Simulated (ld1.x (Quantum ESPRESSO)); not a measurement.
# Plane-wave convergence, PAW potential for chlorine (Cl)

- Element: Cl
- Generator: ld1.x (Quantum ESPRESSO) 7.5
- Type: PAW
- Functional: PBE
- Relativity: non-relativistic
- Frozen core: [He]
- Valence charge: 15
- Reference configuration: 2s2 2p6 3s2 3p5
- Partial waves: 2s (bound): rcut 0.60, rcutus 0.70 bohr; 3s (bound): rcut 0.60, rcutus 0.70 bohr; 2p (bound): rcut 0.80, rcutus 0.85 bohr; 3p (bound): rcut 0.80, rcutus 0.85 bohr
- Local potential: all-electron potential smoothed inside 0.65 bohr (lloc = -2)
- Core correction: Bessel-smoothed model core inside 0.60 bohr
- Augmentation charge: PSQ, inside the norm-conserving radii

The pseudo-atom Hamiltonian at the reference potential is diagonalised in spherical Bessel functions j_l(qr) that vanish at 20 bohr, with q² up to the cutoff. All-electron valence levels (Ry): 2s -18.4465, 3s -1.5089, 2p -14.0802, 3p -0.6328.

Q: How do the lowest levels (Ry) of each channel move with the cutoff, and are there ghosts?

A:

```tsv
cutoff (Ry)	s #1	s #2	p #1	p #2	p #3	d #1	d #2	f #1	Σ f·Δε (mRy)
8	-9.9683	-0.3774	-3.6741	0.0063	0.0795	0.0745	0.1670	0.1188	84850.2
25	-16.1641	-1.0223	-11.6206	-0.1599	0.0478	0.0744	0.1651	0.1188	22658.6
50	-18.1227	-1.3400	-13.7296	-0.2859	0.0422	0.0743	0.1645	0.1188	4821.9
100	-18.4377	-1.4619	-14.0737	-0.3801	0.0394	0.0743	0.1644	0.1188	1412.3
180	-18.4458	-1.5074	-14.0797	-0.6210	0.0341	0.0743	0.1644	0.1188	65.1
400	-18.4465	-1.5088	-14.0802	-0.6325	0.0339	0.0743	0.1644	0.1188	0.0
```

Result: no extra level below or beside the all-electron valence levels (s, p, d, f tested); 10 mRy is reached at 300 Ry and 1 mRy at over 300 Ry.

Test run stopped at test 1 of 7 (negative rho).
